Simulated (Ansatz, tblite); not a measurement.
Removing and adding an electron: `FC(F)(F)C(F)(F)C(F)(F)C(F)(F)C(F)(F)C(F)(F)C(F)(F)C(F)(F)CC[Si](Cl)(Cl)Cl`. Charge 0, multiplicity 1. Geometry: PBE-D4/def2-SVP. Ansatz, gas phase; energy differences of separate SCF runs; the oxidised species was run as a doublet alone; the reduced species was run as a doublet alone.

```xyz
35

F    -5.855   -3.153   -2.035
C    -4.985   -2.449   -1.296
F    -5.647   -1.471   -0.658
F    -4.427   -3.269   -0.390
C    -3.894   -1.853   -2.238
F    -3.152   -2.875   -2.722
F    -4.538   -1.250   -3.268
C    -2.929   -0.763   -1.644
F    -2.059   -0.467   -2.641
F    -3.658    0.339   -1.358
C    -2.138   -1.181   -0.356
F    -1.642   -2.431   -0.516
F    -3.027   -1.177    0.667
C    -0.947   -0.221   -0.012
F    -1.440    1.036    0.108
F    -0.054   -0.268   -1.028
C    -0.180   -0.606    1.300
F    -1.073   -0.831    2.297
F     0.511   -1.744    1.072
C     0.811    0.479    1.866
F     0.082    1.524    2.332
F     1.426   -0.120    2.924
C     1.919    1.037    0.926
F     2.499   -0.021    0.278
F     1.310    1.821   -0.017
C     2.969    1.839    1.678
C     3.948    2.582    0.761
Si    5.179    1.580   -0.254
Cl    6.787    2.819   -0.665
Cl    5.863   -0.036    0.841
Cl    4.424    0.935   -2.061
H     2.429    2.566    2.318
H     3.501    1.140    2.353
H     4.584    3.246    1.382
H     3.403    3.244    0.055
```

The xTB rows come from tblite. Single mean-field runs in def2-TZVP are fitted with def2-universal-jkfit. HOMO above LUMO, or a gap near zero within one spin, warns that the state may not be the lowest or that an electron is smeared out.

```
            level  −HOMO (eV)  vertical IE (eV)  −LUMO (eV)  vertical EA (eV)  HOMO–LUMO gap (eV)  IE − EA (eV)                                                                                                               remarks
         GFN1-xTB       12.50             14.78        5.15              3.23                7.35         11.55                                                                                                                     –
         GFN2-xTB       12.24             14.57        5.88              3.88                6.36         10.70                                                                                                                     –
 PBE-D4/def2-TZVP        7.84              9.78        1.50                 –                6.34             –                                                                            gap within one spin near zero (+1 doublet)
 B97M-V/def2-TZVP        8.33             10.27        1.21             -0.59                7.12         10.85  HOMO above zero (-1 doublet), gap within one spin near zero (+1 doublet), gap within one spin near zero (-1 doublet)
PBE0-D4/def2-TZVP        9.28             10.86        0.46             -0.77                8.82         11.64                                                                                          HOMO above zero (-1 doublet)
```

Run but left out: PBE-D4/def2-TZVP (charge -1 doublet: an occupied level 0.01 eV above an empty one).   A HOMO above zero means that the electron is unbound at that level or that self-interaction error raises the level; the energy of removing that electron tells which. Raw xTB energy differences between charge states are shifted by several eV; the methods need an empirical correction for them. Sets without diffuse functions give affinities that are too small. A negative affinity means that the extra electron isn't bound; its size then hangs on the basis.
